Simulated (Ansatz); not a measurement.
Relaxation of GeH3NO (6 atoms, charge 0, multiplicity 1), to a largest force component of 0.02 eV/Å in at most 50 steps.

These are results of Ansatz 0.2.0, UKS CAM-B3LYP-D4/def2-SVP, not measurements.

```xyz
6
Properties=species:S:1:pos:R:3
N -1.051 -0.094 -0.364
Ge 0.609 -0.789 -0.414
O 1.394 -0.483 1.137
H 0.562 -1.306 -1.854
H -0.979 0.975 -0.278
H 1.508 0.517 1.201
```

**Question.** Where does it end, and by what steps?

**Answer.** It converged. After 7 steps the energy has fallen by 2.309 eV; H4 moved furthest, 0.60 Å.

```json
{"step": "0", "energy less start (eV)": "0.0000", "largest force component (eV/Å)": "4.865", "accepted": "yes"}
{"step": "1", "energy less start (eV)": "-1.1116", "largest force component (eV/Å)": "2.635", "accepted": "yes"}
{"step": "2", "energy less start (eV)": "-1.7150", "largest force component (eV/Å)": "2.701", "accepted": "yes"}
{"step": "3", "energy less start (eV)": "-2.2123", "largest force component (eV/Å)": "1.145", "accepted": "yes"}
{"step": "4", "energy less start (eV)": "-2.2417", "largest force component (eV/Å)": "0.689", "accepted": "yes"}
{"step": "5", "energy less start (eV)": "-2.3077", "largest force component (eV/Å)": "0.095", "accepted": "yes"}
{"step": "6", "energy less start (eV)": "-2.3090", "largest force component (eV/Å)": "0.025", "accepted": "yes"}
{"step": "7", "energy less start (eV)": "-2.3090", "largest force component (eV/Å)": "0.004", "accepted": "yes"}
```

```xyz
6
Properties=species:S:1:pos:R:3
N -1.089 0.235 -0.680
Ge 0.384 -0.565 -0.512
O 1.671 -0.406 0.685
H 0.862 -1.647 -1.461
H -1.288 0.943 0.031
H 1.502 0.260 1.365
```

The run took 23 s on 2 threads of Arm Neoverse V2, on a shared host, peak memory 0.24 GiB.
